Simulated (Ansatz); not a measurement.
C2H7NOSi, SMILES `CC(=O)[SiH2]N`, charge 0, multiplicity 1.

**Question.** Give a relaxed structure at PBE0-D4/def2-TZVP (Ansatz 0.2.0). (Best estimate.)

**Answer.** The calculation gave: 
Cartesian coordinates in Å:
```
C -1.7470 -0.6767 0.7769
C -0.8151 0.2729 0.0748
O -1.2000 1.3362 -0.3613
Si 1.0523 -0.1973 -0.1415
N 1.9710 0.9622 -1.0008
H -2.7543 -0.2614 0.8290
H -1.3751 -0.8837 1.7857
H -1.7650 -1.6352 0.2479
H 1.1052 -1.4947 -0.8680
H 1.6193 -0.3603 1.2246
H 2.1111 1.8677 -0.5790
H 1.7978 1.0702 -1.9884
```
Point group Cs.
This is one stationary point; other conformers may exist.
